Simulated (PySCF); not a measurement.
Se(OMe)(SeH) (CH4OSe2), SMILES CO[Se][SeH].

The structure is a stationary point at ωB97X-D3(BJ)/def2-SVP. Other conformers were not sampled.

Level of theory: TDA-PBE/def2-SVPD (PySCF).

Vertical excitations. 

Computed lowest excited states:
```
state  energy (eV)  λ (nm)      f                                              main pairs
-----  -----------  ------  -----  ------------------------------------------------------
S1            3.67     338  0.010                                          HOMO→LUMO 96 %
S2            4.10     303  0.001                                        HOMO→LUMO+1 95 %
S3            4.41     281  0.007                                        HOMO−1→LUMO 94 %
S4            4.69     264  0.001                    HOMO−1→LUMO+1 51 %, HOMO−2→LUMO 43 %
S5            4.74     261  0.003                                        HOMO→LUMO+2 93 %
S6            5.19     239  0.001                                      HOMO−2→LUMO+1 98 %
S7            5.38     230  0.137  HOMO−2→LUMO 44 %, HOMO−1→LUMO+1 30 %, HOMO−4→LUMO 11 %
S8            5.56     223  0.025                                      HOMO−1→LUMO+2 98 %
S9            5.95     208  0.006                                      HOMO−2→LUMO+2 87 %
S10           6.01     206  0.014                                        HOMO→LUMO+3 83 %
T1            3.09     401      0                                         HOMO→LUMO 100 %
T2            3.29     377      0                                       HOMO→LUMO+1 100 %
T3            3.85     322      0                                        HOMO−1→LUMO 99 %
T4            4.20     295      0                                      HOMO−1→LUMO+1 96 %
```
Triplets are in the Tamm–Dancoff approximation.
